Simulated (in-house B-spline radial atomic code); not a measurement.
Settings and results of a run for the magnesium ion Mg⁵⁺ (an excited or competing configuration). Level of theory: non-relativistic TPSSh, spin-polarised, spherical fractional occupations, exact exchange averaged over the configuration, point nucleus; calculated with an all-electron radial atomic-structure program (B-spline basis).

Command:
```bash
python run_scf.py task.json out
```
Settings:
```
Z                12
configuration    [He] 2s1 2p3 3s1
hamiltonian      nr
method           tpssh
spin_polarised   True
exact_exchange   averaged over the configuration
```

Output (hartree, bohr):
```
 radial grid: 41 intervals, B-splines of order 8, outer radius 12.1053 bohr

 iter        energy (Eh)    residual
    1        -182.479105    2.73e-02
    2        -182.479998    1.03e-03
    3        -182.479999    5.51e-04
    4        -182.480000    2.97e-04
    5        -182.480000    3.00e-05
    6        -182.480000    2.02e-06
    7        -182.480000    1.73e-07
    8        -182.480000    8.21e-09

 total energy                      -182.48000
 kinetic                             182.3665
 electron-nucleus                   -401.8046
 Hartree                              49.8842
 exact exchange                       -1.2795
 exchange-correlation                -11.6465

 orbital      occ     eigenvalue          <r>       <r^2>       <1/r>       r_max
 1s up      1.000       -53.0946     0.130535   0.0229302     11.6072     0.08534
 1s down    1.000       -52.7656     0.130041   0.0227172     11.6318     0.08533
 2s up      1.000        -8.1009     0.607089    0.433799     2.41576      0.5068
 2p up      3.000        -7.0005     0.550818    0.371222     2.32254      0.4242
 3s up      1.000        -2.6077      1.63862     3.04089    0.861379       1.517
```

Time taken, with all properties: 0.08 s on 1 thread of Arm Neoverse V1 (shared host).
